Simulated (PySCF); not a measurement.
**The 3-electron isoelectronic series, spin-free X2C**

Calculated with PySCF 2.14 from differences of total energies of unrestricted determinants, without spin-orbit coupling. Each ion has its own even-tempered basis scaled to its charge (19s8p5d5f4g for the first); frozen: nothing. Ionisation energies in eV, correlation energies of the ion in mhartree.

```tsv
ion	configuration	UHF	LDA	PBE	PBE0	r2SCAN	MP2 (all electrons)	E_corr MP2	NIST (with spin-orbit, Breit and QED)
Cd⁴⁵⁺	[He] 2s1 (2S)	7613.7	7607.2	7618.1	7617.0	7611.1	7613.9	-62.5	7607.9 (t)
In⁴⁶⁺	[He] 2s1 (2S)	7959.4	7952.6	7963.8	7962.8	7956.7	7959.6	-63.0	7953.1 (t)
Sn⁴⁷⁺	[He] 2s1 (2S)	8313.6	8306.6	8318.2	8317.1	8310.9	8313.8	-63.5	8307.0 (t)
Sb⁴⁸⁺	[He] 2s1 (2S)	8676.7	8669.4	8681.3	8680.2	8673.8	8676.9	-64.1	8669.5 (t)
Te⁴⁹⁺	[He] 2s1 (2S)	9048.5	9041.1	9053.2	9052.1	9045.6	9048.7	-64.6	9040.8 (t)
I⁵⁰⁺	[He] 2s1 (2S)	9429.3	9421.7	9434.2	9433.0	9426.4	9429.5	-65.2	9421.1 (t)
Xe⁵¹⁺	[He] 2s1 (2S)	9819.1	9811.3	9824.1	9822.9	9816.1	9819.3	-65.7	9810.4 (t)
Cs⁵²⁺	[He] 2s1 (2S)	10218.1	10210.0	10223.2	10222.0	10215.0	10218.3	-66.4	10208.78 ± 0.05 (t)
Ba⁵³⁺	[He] 2s1 (2S)	10626.3	10618.0	10631.6	10630.3	10623.2	10626.6	-66.9	10616.42 ± 0.05 (t)
La⁵⁴⁺	[He] 2s1 (2S)	11044.0	11035.4	11049.3	11048.0	11040.8	11044.2	-67.6	11033.4 ± 0.05 (t)
```

Each ion has its own basis, which adds noise of up to about 0.1 % along the series.

NIST values marked (s) are semi-empirical, (t) theoretical. Open shells are high-spin determinants of the terms that Hund's rules give.

At high Z the X2C-1e correlation energies are inflated by the missing two-electron picture change in the 1s pairs.
